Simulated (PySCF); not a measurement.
ClCu, multiplicity 1. Atoms are numbered in the order given.

```xyz
2

Cu     0.0000     0.0000    -0.7675
Cl     0.0000     0.0000     1.3092
```
Charge 0, spin multiplicity 1.

Geometry: PBE0-D3(BJ)/def2-TZVPD. The spin state was assumed, not searched.

Computed with PySCF with B3LYP/def2-TZVPD.

Gas-phase values at a fixed geometry.

Computed frontier levels, gap, dipole moment and polarisability:
```json
{
  "highest_occupied_level": "-7.35 eV",
  "lowest_empty_level": "-3.43 eV",
  "orbital_gap": "3.91 eV",
  "dipole_moment": "4.99 D",
  "quadrupole, principal values (traceless, Buckingham form, about the centre of nuclear charge)": "-1.17, -1.17, 2.34 D·Å",
  "mean_static_polarisability": "38.6 bohr³ (5.72 Å³)",
  "polarisability_principal_values": "33.1, 33.1, 49.6 bohr³"
}
```
